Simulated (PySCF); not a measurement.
**How methods differ on the ionisation energy of As**

As [Ar] 3d10 4s2 4p3 (4S) → As+ [Ar] 3d10 4s2 4p2 (3P), as a difference of total energies. Computed with PySCF 2.14 in cc-pVTZ-PP with ECP10MDF (5s4p3d1f, 39 functions), with a scalar-relativistic core potential. Correlated levels: valence: 3s2 3p6 3d10 frozen. The calculations carry no spin-orbit coupling.

```json
{"method": "UHF", "ionisation energy (eV)": "9.424"}
{"method": "PBE", "ionisation energy (eV)": "9.843"}
{"method": "TPSS", "ionisation energy (eV)": "9.879"}
{"method": "MP2 (valence)", "ionisation energy (eV)": "9.897"}
{"method": "SCS-MP2 (valence)", "ionisation energy (eV)": "9.751"}
{"method": "CCSD (valence)", "ionisation energy (eV)": "9.863"}
{"method": "CCSD(T) (valence)", "ionisation energy (eV)": "9.895"}
```

Task: How much does correlation contribute at CCSD(T) (valence)?

Result: 9.895 − (9.424) = 0.471 eV, measured against UHF.

Errors of the correlated levels include the incompleteness of this basis and the frozen core.

For comparison: 10.008 eV (measured; NIST levels, between the centres of gravity of the two terms).
